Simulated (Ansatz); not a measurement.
NbSeBr3. Total charge 0; singlet. Geometry PBE0-D4/def2-SVP.

```csv
atom,x (Å),y (Å),z (Å)
Nb1,0.001,-0.001,0.000
Se2,-1.370,1.597,0.795
Br3,-0.123,0.039,-2.411
Br4,-0.748,-2.127,0.864
Br5,2.241,0.492,0.753
```

In the def2 sets Nb takes a core potential, while STO-3G treats all electrons; there is no spin–orbit coupling. The restricted singlet is unstable towards broken spin symmetry in Hartree–Fock (as tested in another run); at HF/STO-3G, PBE-D4/def2-TZVP, PBE-D4/def2-TZVPD, PBE0-D4/def2-TZVP and others this wasn't settled.

Q: Estimate the orbital energies around the gap (eV) in Ansatz with HF/STO-3G, PBE-D4/def2-TZVP, PBE-D4/def2-TZVPD, PBE0-D4/def2-TZVP, PBE0-D4/def2-TZVPD.

A: 
```tsv
orbital	HF/STO-3G	PBE-D4/def2-TZVP	PBE-D4/def2-TZVPD	PBE0-D4/def2-TZVP	PBE0-D4/def2-TZVPD
HOMO−13	-23.64	-19.56	-19.58	-21.86	-21.87
HOMO−12	-20.00	-16.58	-16.59	-18.65	-18.66
HOMO−11	-11.33	-9.63	-9.65	-11.00	-11.01
HOMO−10	-11.13	-9.38	-9.40	-10.76	-10.77
HOMO−9	-11.13	-9.38	-9.40	-10.76	-10.77
HOMO−8	-10.43	-8.82	-8.84	-10.17	-10.18
HOMO−7	-10.43	-8.82	-8.84	-10.17	-10.18
HOMO−6	-10.35	-8.54	-8.56	-9.90	-9.91
HOMO−5	-9.93	-8.22	-8.24	-9.51	-9.52
HOMO−4	-9.93	-8.22	-8.24	-9.51	-9.52
HOMO−3	-9.09	-7.76	-7.78	-8.97	-8.98
HOMO−2	-9.09	-7.66	-7.68	-8.95	-8.96
HOMO−1	-7.64	-6.77	-6.79	-7.87	-7.88
HOMO	-7.64	-6.77	-6.79	-7.87	-7.88
LUMO	3.04	-4.10	-4.12	-3.47	-3.48
LUMO+1	3.04	-4.10	-4.12	-3.47	-3.48
LUMO+2	4.01	-3.10	-3.13	-2.49	-2.52
LUMO+3	4.01	-3.10	-3.13	-2.49	-2.52
LUMO+4	4.15	-2.81	-2.85	-2.25	-2.28
LUMO+5	10.63	-0.64	-0.88	-0.01	-0.35
```
